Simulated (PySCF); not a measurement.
## Calculated properties of `CCC1=C[CH+]CC1`

Species: C₇H₁₁ (charge +1).
SMILES with atom numbers: `[CH3:1][CH2:2][C:3]1=[CH:4][CH+:5][CH2:6][CH2:7]1` (hydrogens: H8, H9, H10 on C1; H11, H12 on C2; H13 on C4; H14 on C5; H15, H16 on C6; H17, H18 on C7)

GFN2-xTB geometry:

- Point group of the GFN2-xTB geometry: Cs
- Rotational constants A, B, C of the GFN2-xTB geometry: 6.186, 1.849, 1.474 GHz

PBE0/def2-SVPD ground state and vertical TDDFT (core frozen in the response) (PySCF):

- HOMO energy: -13.55 eV
- LUMO energy: -8.00 eV
- HOMO–LUMO gap: 5.55 eV
- Lowest singlet excitation: 4.98 eV (249 nm, f = 0.304)
- Strongest line among the 6 lowest singlet transitions: S1 at 4.98 eV (249 nm, f = 0.304)
- Lowest triplet excitation (Tamm–Dancoff): 3.17 eV
- Static isotropic polarisability: 76.6 au
- Electronic spatial extent ⟨r²⟩ about the centre of nuclear charge: 835 bohr²

PBE0/pcSseg-1 ground state and GIAO shieldings, non-relativistic (PySCF):

- Lowest Hirshfeld atomic charge: -0.10 e on C1
- Highest Hirshfeld atomic charge: +0.17 e on C3
- 13C chemical shifts (computed TMS as zero) by class: 278.7 (C3), 228.2 (C5), 152.9 (C4), 53.3 (C7), 51.1 (C6), 43.5 (C2), 11.9 (C1) ppm
- 1H chemical shifts (computed TMS as zero) by class: 10.35 (H14), 8.13 (H13), 4.09 (H11/H12), 3.94 (H15/H16), 3.93 (H17/H18), 1.84 (H8/H9/H10) ppm
- Mayer bond orders between heavy atoms: C1–C2 1.09, C2–C3 1.08, C3–C4 1.30, C4–C5 1.49, C5–C6 1.11, C6–C7 1.02, C7–C3 1.09

Monoisotopic mass of the ion (most abundant isotopes, electron mass counted): 95.0855 u.

The largest Löwdin shares of the HOMO are 0.27 on C4, 0.17 on C5, 0.09 on C2 and 0.09 on C3. The vertical singlet–triplet gap S1 − T1 is 1.81 eV (TDDFT singlet less Tamm–Dancoff triplet; S1: HOMO→LUMO, weight 0.95; T1: HOMO→LUMO, weight 0.91). The principal polarisabilities are 53.0, 74.0 and 102.9 au; their mean is the isotropic value. S1 lies 0.57 eV below the HOMO–LUMO gap; its leading configuration is HOMO→LUMO, weight 0.95. In wavenumbers S1 is 40200 cm⁻¹ (1 eV = 8065.54 cm⁻¹). No computed singlet falls in the visible range (750 to 380 nm, 1.65 to 3.26 eV); S1 lies 1.72 eV above its blue end. The polarisability is 11.36 Å³ as a volume (1 au = 0.148185 Å³), or 1.47 au for each of the 52 electrons. With B = h/(8π²I), that is 505.379 GHz u Å² over I, the principal moments of inertia are 81.7, 273.3 and 342.8 u Å² (most abundant isotopes); the inertial defect Ic − Ia − Ib is -12.2 u Å² (zero for a rigid planar frame, negative otherwise).

Geometry: GFN2-xTB, one conformer, isolated ion. NMR classes are plain means over equivalent atoms (diastereotopic ones count apart unless rotation or inversion swaps them), as if these changed places fast; in this geometry the members of some classes differ.

For the NMR shielding job (PBE0/pcSseg-1), on one thread, Arm Neoverse V1 (aarch64), no GPU, shared host with 64 logical CPUs at a one-minute load of 36, this took 31 s of wall time (with the writing of density and orbital grids) and 0.90 GiB of memory at its peak.

Shape of the structure used: `[CH3:1][CH2:2][C:3]1=[CH:4][CH+:5][CH2:6][CH2:7]1`: C1–C2–C3–C4 180°.
